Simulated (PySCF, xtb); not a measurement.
C2Br2F2, SMILES Br/C(F)=C(/F)Br.

Harmonic wavenumbers (cm⁻¹) from GFN2-xTB run with xtb at its own minimum, in rising order: 93, 118, 267, 277, 319, 339, 409, 419, 808, 1068, 1130, 1666.

Question: What does B3LYP-D3(BJ)/def2-SVP (PySCF 2.14.0) give at its own minimum? (The exact figures need the calculation; the answer reports its results.)

Answer: 114, 127, 313, 315, 321, 375, 437, 538, 904, 1162, 1224, 1739. Paired by order, the mean absolute difference is 55 cm⁻¹ and the zero-point energies are 9.9 and 10.8 kcal/mol.
